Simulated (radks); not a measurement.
These are the eigenvalues of the occupied orbitals of an atom or ion with whole-number occupations (hartree). Method: scalar-relativistic Kohn-Sham, BLYP, spin-polarised, spherical densities, finite nucleus; Fermi nuclear charge, rms radius of each element as measured or else 0.836 A^(1/3) + 0.57 fm; computed with a radial shooting solver on a logarithmic mesh with Libxc functionals.

| orbital | eigenvalue |
|---|---|
| 1s up | -1369.750 |
| 1s down | -1369.748 |
| 2s up | -216.8468 |
| 2s down | -216.8457 |
| 2p up | -194.5166 |
| 2p down | -194.5148 |
| 3s up | -46.07858 |
| 3s down | -46.07675 |
| 3p up | -38.91934 |
| 3p down | -38.91726 |
| 3d up | -28.51358 |
| 3d down | -28.51157 |
| 4s up | -9.35174 |
| 4s down | -9.34761 |
| 4p up | -7.04154 |
| 4p down | -7.03733 |
| 4d up | -3.68726 |
| 4d down | -3.68171 |
| 5s up | -1.60412 |
| 5s down | -1.57653 |
| 5p up | -1.03524 |
| 5p down | -1.00796 |
| 6s up | -0.32646 |
| 6s down | -0.32338 |

Which element is it, and in what charge state? The configuration may be excited. Open shells, if any, are filled with parallel spins first.

Answer. Z = 56, barium, charge +1: Ba+ in [Kr] 4d10 5s2 5p5 6s2. The list shows which subshells hold electrons but not how many an open one holds; the 1s level, -1369.7 hartree, gives Z - s = 52.3 by -(Z - s)^2/2, which with screening and relativity narrows Z to a few neighbours, and the depths of the outer levels then fix element, charge and occupations together.
